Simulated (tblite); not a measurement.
Species: C8H12NP.
Geometry (GFN2-xTB, Å), atoms numbered from 1 in this order:
```
atom  x, y, z in Å
C1    -2.4438    1.4432   -0.0756
C2    -1.1557    0.7301   -0.4014
C3    -1.1076   -0.7722   -0.4888
C4    -2.3457   -1.6002   -0.2534
P5    -0.1832   -0.0731    0.9721
N6     1.3965    0.0181    0.2677
C7     2.1340    1.1615    0.1095
C8     3.3839    0.8245   -0.3161
C9     3.4290   -0.5856   -0.3997
C10    2.2046   -1.0493   -0.0219
H11   -2.2497    2.4895    0.1512
H12   -3.1241    1.3980   -0.9262
H13   -2.9376    0.9955    0.7836
H14   -0.5475    1.2505   -1.1374
H15   -0.4700   -1.1638   -1.2778
H16   -2.0823   -2.6507   -0.1486
H17   -2.8653   -1.2890    0.6496
H18   -3.0303   -1.5014   -1.0960
H19    1.6998    2.1234    0.3060
H20    4.1826    1.5010   -0.5496
H21    4.2689   -1.1773   -0.7076
H22    1.8331   -2.0535    0.0561
```

All values are computed: GFN2-xTB (tblite) harmonic vibrations without scaling, gas phase. This tight-binding method is rough: wavenumbers can miss measured ones by several per cent, in bad cases by 10 to 20. One conformer, not necessarily the lowest.

Harmonic wavenumbers (cm⁻¹): 43.6, 81.1, 81.3, 149.1, 164.4, 226.1, 237.0, 249.0, 267.9, 300.2, 494.1, 497.0, 577.4, 577.8, 642.9, 660.8, 762.3, 770.8, 818.2, 834.0, 839.1, 858.8, 910.5, 938.9, 953.1, 1020.3, 1037.8, 1060.7, 1068.9, 1078.0, 1079.9, 1090.1, 1144.7, 1189.7, 1204.1, 1229.2, 1291.2, 1334.9, 1342.2, 1403.0, 1406.5, 1414.2, 1456.0, 1481.0, 1486.4, 1494.6, 1502.2, 1560.1, 2986.0, 2996.9, 2997.8, 3001.4, 3028.5, 3029.6, 3035.7, 3042.0, 3141.8, 3142.6, 3157.6, 3167.8.

A = 2634, B = 721.1, C = 630.0 MHz; mass 153.071 u (most abundant isotopes); point group Cs, symmetry number 1.

Task: What is the zero-point energy?

Result: ½Σν̃ = 39519 cm⁻¹ = 472.76 kJ/mol.

Task: Give the ideal-gas entropy at 298.15 K and 1 bar in the rigid-rotor, harmonic-oscillator model (classical rotation).

Result: Translation 171.60, rotation 125.42, vibration 133.83: S = 430.8 J/(mol K).

Task: And Cp and H(298.15 K) − H(0)?

Result: Cp = 176.98 J/(mol K), of which vibrations give 143.72 (their classical limit is 60 R = 498.9); H(298.15 K) − H(0) = 31.09 kJ/mol without the zero-point energy, 21.18 from vibrations.

Task: What must be added to the electronic energy to get the Gibbs energy at 298.15 K and 1 bar?

Result: ZPE + [H(298.15 K) − H(0)] − T·S = 472.76 + 31.09 − 128.46 = 375.39 kJ/mol.

Task: Blend soft modes into free rotors: weight 1/[1 + (100 cm⁻¹/ν̃)⁴] for the oscillator and the rest for a rotor with moment μB/(μ + B), μ = h/(8π²ν), B = 10⁻⁴⁴ kg m². What vibrational entropy results?

Result: 123.37 J/(mol K) in place of 133.83, which changes −T·S at 298.15 K by +3.12 kJ/mol.

Task: How do the functions run with temperature in this model?

Result: 
```
T (K)  S (J/(mol K))  Cp (J/(mol K))  H − H(0) (kJ/mol)  G − H(0) (kJ/mol)  ln q(vib)
  100          299.6            83.5               5.66             -24.30       1.87
  200          370.9           127.5              16.20             -57.98       4.74
  300          431.9           177.9              31.42             -98.16       7.61
  500          546.0           271.9              76.87            -196.11      13.38
  800          695.0           360.6             173.01            -382.96      21.90
 1000          779.7           398.4             249.12            -530.60      27.25
```

q(vib) and H(0) count from the zero-point level.

Hindered rotation and anharmonicity are outside this model. Other conformers, if any are populated, would add a mixing term that is left out.
